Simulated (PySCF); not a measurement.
**Correlation energy of Fe(10+) (iron, charge +10)**

[Ne] 3s2 3p4, high-spin 3P determinant. Calculation: PySCF 2.14, in an even-tempered Gaussian basis (18 s from 0.4 bohr⁻², ratio 2.5; 12 p from 0.52 bohr⁻², ratio 2.5; 5 d from 4.4 bohr⁻², ratio 2.7; 4 f from 6.5 bohr⁻², ratio 2.7); no relativity, point nucleus. Frozen: 1s2; 14 electrons correlated; the 21 highest virtual orbitals of each spin left out.

```tsv
level	correlation energy (mhartree)
CCSD	-523.12
(T)	-3.52
CCSD(T)	-526.64
```

Diagnostics: T1 = 0.0027, D1 = 0.0116, largest double amplitude 0.036.

Cost of the coupled-cluster step: roughly 50 core-seconds, for 14 correlated electrons.
